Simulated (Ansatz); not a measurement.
Li3PS4 (the lowest singlet isomer of a short search). Total charge 0; singlet. Geometry r2SCAN-D4/def2-SVP, basis def2-TZVP, Ansatz.

```
atom   x (Å)   y (Å)   z (Å)
 Li1   1.572  -1.298  -0.827
 Li2  -0.004   1.689   1.409
 Li3  -0.909  -1.140   0.883
  P4  -0.827   0.551  -1.319
  S5  -1.981   0.914   0.413
  S6  -0.679  -1.553  -1.434
  S7   1.465  -0.207   1.310
  S8   1.361   1.044  -0.435
```

```json
{"run": "A", "HOMO (eV)": "-5.34", "LUMO (eV)": "-2.59"}
{"run": "B", "HOMO (eV)": "-6.16", "LUMO (eV)": "-1.52"}
{"run": "C", "HOMO (eV)": "-5.18", "LUMO (eV)": "-2.36"}
{"run": "D", "HOMO (eV)": "-5.38", "LUMO (eV)": "-2.13"}
{"run": "E", "HOMO (eV)": "-5.35", "LUMO (eV)": "-2.22"}
{"run": "F", "HOMO (eV)": "-8.55", "LUMO (eV)": "0.45"}
```

LC-ωPBE has ω = 0.4 bohr⁻¹. Another isomer (singlet) lies 0.18 eV lower at PBE0-D4/def2-TZVP; other spin states weren't run for this one.

**Question.** The runs used B97M-V, LC-ωPBE, LDA (SPW92), PBE, PBE0, r2SCAN. Estimate which is which.

**Answer.** A LDA (SPW92) (0 % exact exchange); B PBE0 (25 % exact exchange); C PBE (0 % exact exchange); D B97M-V (0 % exact exchange); E r2SCAN (0 % exact exchange); F LC-ωPBE (range-separated). Exact exchange lowers occupied and raises empty levels; among semilocal functionals meta-GGAs tend to open the gap a little, and such runs are hard to tell apart. The gap grows from 2.75 eV (LDA (SPW92)) to 9.00 eV (LC-ωPBE).
